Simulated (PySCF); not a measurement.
Molecule: SMILES N#Cc1ccccc1O. Atoms near the plane z = 0.0 Å, at the GFN2-xTB optimised geometry (x, y, z in Å): N1 (-1.9, -2.8, 0.0), C2 (-1.4, -1.8, 0.0), C3 (-0.7, -0.5, 0.0), C4 (-1.4, 0.7, 0.0), C5 (-0.7, 1.9, 0.0), C6 (0.7, 1.9, 0.0), C7 (1.4, 0.7, 0.0), C8 (0.7, -0.5, 0.0), O9 (1.4, -1.7, 0.0), H10 (-2.5, 0.6, 0.0), H11 (-1.2, 2.8, 0.0), H12 (1.2, 2.8, 0.0), H13 (2.5, 0.7, 0.0), H14 (0.9, -2.5, 0.0).

Method: CAM-B3LYP/def2-TZVP (PySCF). Cells within 0.4 Å of a nucleus heavier than hydrogen are left out (blank, or x). The values are rescaled to run from 0 to 1.

```
|777777777777777777777777777|
|777777777777777777777777777|
|777777777777777777777777777|
|777777777777777777777777777|
|777777777777777777777777777|
|777777777767777767777777777|
|777777777606777606777777777|
|777777777734776337777777777|
|77777777787xx2xx68777777777|
|77777777784x767x48777777777|
|777777777615888516777777777|
|777777501xx78787xx104777777|
|777777744xx78787xx557777777|
|777777777733888337877777777|
|77777777786xx4xx58777777777|
|77777777785xx48x68877777777|
|777777777634888649977777777|
|777777777xx67789xx687777777|
|777777785xx77778xx887777777|
|777777781057777049977777777|
|77777783xx87777678777777777|
|77777784x387777777777777777|
|777777787877777777777777777|
|777777777777777777777777777|
|777777777777777777777777777|
|777777777777777777777777777|
|777777777777777777777777777|
```
Scale: ten equal steps from 0.000 (start of '0') to 1.00 (end of '9'), in the order '0123456789'; x runs from -5.00 to 5.00, y from -5.00 (bottom) to 5.00 (top).

Question: Which quantity is mapped?
A. an orbital amplitude
B. Laplacian of the electron density
C. deformation density (molecule minus spherical neutral atoms)
D. electrostatic potential

Answer: B, Laplacian of the electron density. In full: Laplacian of the electron density (e/bohr⁵), clipped to [-1.50, 1.50].
